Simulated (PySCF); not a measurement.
C₂H₆GeO₂, SMILES C=C[O][GeH2][OH].

The structure is a stationary point at r2SCAN-D4/def2-SVP. This is a generated structure with no PubChem entry under its InChIKey; it may be hypothetical. One conformer was computed; it need not be the lowest.

Vertical ionisation energy (IE) and electron affinity (EA) in eV. Rows of orbital energies are one-electron estimates. Where ΔSCF, EOM or ADC give a negative EA the extra electron is unbound and the value depends on the basis.

```csv
level,IE,EA
"−ε(HOMO), −ε(LUMO), ωB97X/def2-TZVP (PySCF)",8.99,-2.31
"−ε(HOMO), −ε(LUMO), PBE/def2-TZVP (PySCF)",5.46,0.69
```
